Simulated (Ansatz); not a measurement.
Ansatz (a quantum-chemistry and plane-wave program) input (PBE/6-31G* with LANL2DZ past Ar): The .json file joins the Basis Set Exchange's 6-31G* for atoms up to Ar and LANL2DZ past it.

Ansatz 0.2 input:
```yaml
crystal:
  periodic: [false, false, false]
  atoms:
    - {symbol: F, position_ang: [-0.13415100, 2.11606900, -0.25816300]}
    - {symbol: Ge, position_ang: [-0.02231500, 0.55614900, 0.52217800]}
    - {symbol: Br, position_ang: [1.96421300, -0.40870500, -0.24800300]}
    - {symbol: Br, position_ang: [-1.90931500, -0.64390700, -0.16303200]}
basis:
  gaussian:
    orbitals: 6-31Gs+LANL2DZ.json
hamiltonian:
  xc: {name: PBE}
magnetization: {spin_polarized: true, initial_magnetization: 1}
relax: {f_tol: 0.003, max_steps: 120}
```

From the output:

```
these checks for a lower state are left out or cut short: starts, cluster_reference, orbital_swaps, neighbouring_geometries, increment
integrals: 0.01 GiB planned
555 factors; integrals over basis functions are off by at most 3.0e-4 eV
mean field: 0.10 GiB planned
mean field -3535.30393487 eV, -129.9200232913 hartree, gradient 1.6e-5 eV, S^2 0.752433; 0 other end points of the search recorded, 0 dependent functions left out
the calculation of the forces begins
reference -3535.30396357 eV, -129.9200243460 hartree; 14, 13 occupied and 25, 26 virtual orbitals, 555 factors
relax step   5: F+E_penalty+E_count = -3535.30393487 eV  Δ(F+E_penalty+E_count) = +1.124e-6 eV  max|allowed force component| = 4.613e-3 eV/Å  Δτ_max = 0.0023 Å  (22 SCF iters, rejected (line search))
these checks for a lower state are left out or cut short: starts, cluster_reference, orbital_swaps, neighbouring_geometries, increment
integrals: 0.01 GiB planned
555 factors; integrals over basis functions are off by at most 3.0e-4 eV
mean field: 0.10 GiB planned
mean field -3535.30394099 eV, -129.9200235162 hartree, gradient 3.3e-5 eV, S^2 0.752435; 0 other end points of the search recorded, 0 dependent functions left out
the calculation of the forces begins
reference -3535.30396969 eV, -129.9200245710 hartree; 14, 13 occupied and 25, 26 virtual orbitals, 555 factors
relax step   6: F+E_penalty+E_count = -3535.30394099 eV  Δ(F+E_penalty+E_count) = -4.995e-6 eV  max|allowed force component| = 2.219e-4 eV/Å  Δτ_max = 0.0010 Å  (20 SCF iters, accepted)
integrals: 0.01 GiB planned
555 factors; integrals over basis functions are off by at most 3.0e-4 eV
mean field: 0.10 GiB planned
mean field evaluation 64: about -3535.3039 eV, gradient 9.5e-4 eV
mean field evaluation 96: about -3533.5233 eV, gradient 1.3e-5 eV
mean field -3535.30394099 eV, -129.9200235162 hartree, gradient 3.3e-5 eV, S^2 0.752435; 6 other end points of the search recorded, 0 dependent functions left out
the calculation of the forces begins
reference -3535.30396969 eV, -129.9200245710 hartree; 14, 13 occupied and 25, 26 virtual orbitals, 555 factors
Total energy: -3535.30396969 eV, -129.9200245710 hartree
Atom 0 at    -0.135511     2.142128    -0.248046 Å, force     0.000007    -0.000068     0.000116 eV/Å
Atom 1 at    -0.024751     0.597234     0.524857 Å, force    -0.000016     0.000222    -0.000126 eV/Å
Atom 2 at     2.080705    -0.435319    -0.256915 Å, force    -0.000202    -0.000090     0.000010 eV/Å
Atom 3 at    -2.022011    -0.684437    -0.166916 Å, force     0.000212    -0.000065     0.000001 eV/Å
Dipole moment:     0.001085     0.101355     0.330033 e Å
```

The geometry given is a B3LYP-D3(BJ)/def2-TZVP minimum.
